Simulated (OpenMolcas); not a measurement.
# d8 ions of charge +3 down a group with 6 water ligands in octahedral coordination

| Item | Value |
| --- | --- |
| Program | OpenMolcas 26.06 |
| Method | CASSCF |
| Spin-orbit coupling | RASSI with atomic mean-field integrals over the reference wave functions |

The d shell is active. Anionic complexes are neutralised by point charges behind the ligands. Distances were set from a Shannon-type radius of the metal (high-spin where two are listed) plus a fixed donor radius (H2O 1.36 Å). Ligand basis ANO-RCC-VDZP, DKH2 Hamiltonian. States (labels of O, taken over from Oh, the nearest higher group). Energies in cm-1 above the lowest state or level, χT in cm3 K/mol; 10Dq and B are least-squares fits to the states below 45000 cm-1, weighted by degeneracy, with a free offset, and given where the rms deviation is under 5 % of |10Dq| (or 100 cm-1) and under 700 cm-1. Spin-only χT is S(S+1) / 2 for the spin of the ground state.

```tsv
Ion	Shell	R (Å)	Metal basis	Ground state	First state of that spin	10Dq	B (rms of fit)	First gap with spin-orbit (degeneracies)	χT at 300 K	First state of another spin	Spin-only χT
Cu3+	3d8	1.9	ANO-RCC-VTZP	3A2	3T2 11832	12110	1334 (172)	11441 (3, 2)	1.289	1E 18949	1.000
Ag3+	4d8	2.11	ANO-RCC-VDZP	3A2	3T2 17596	17015	897 (211)	11642 (3, 2)	1.277	1E 12132	1.000
Au3+	5d8	2.21	ANO-RCC-VTZP	3A2	3T2 17261	17224	801 (71)	9600 (3, 2)	1.673	1E 11754	1.000
```

The rows also differ in their metal basis, so part of each step comes from that.

|10Dq| changes by factors of 17015 / 12110 = 1.41 from Cu3+ to Ag3+, 17224 / 17015 = 1.01 from Ag3+ to Au3+.

B goes from 1334 cm-1 (Cu3+) to 801 cm-1 (Au3+).

Every ion keeps the highest spin of its shell. χT departs most from the spin-only value for Au3+, by +0.673 cm3 K/mol.

Without dynamic correlation the repulsion within the d shell is too large (B by tens of per cent), so at a given field states of lower spin stand too high. Ligand-to-metal charge-transfer states are missing. With no ligand orbital active B as a rule stays too high, so bands that hang on it stand too high and its fall with covalency is understated. With metal d orbitals alone the field can be off either way by tens of per cent. Real 4d8 and 5d8 ions are as a rule square planar and diamagnetic (holds for Ag3+; Au3+). The least metal-like active orbital is 75 % on the metal (Löwdin) and no ligand orbital is active, so the numbers are rough (holds for Ag3+). The least metal-like active orbital is 80 % on the metal (Löwdin) and no ligand orbital is active, so the numbers are rough (holds for Au3+). No measured value stands beside these numbers; the geometry is a model, was not optimised and need not be the one that this ion takes.
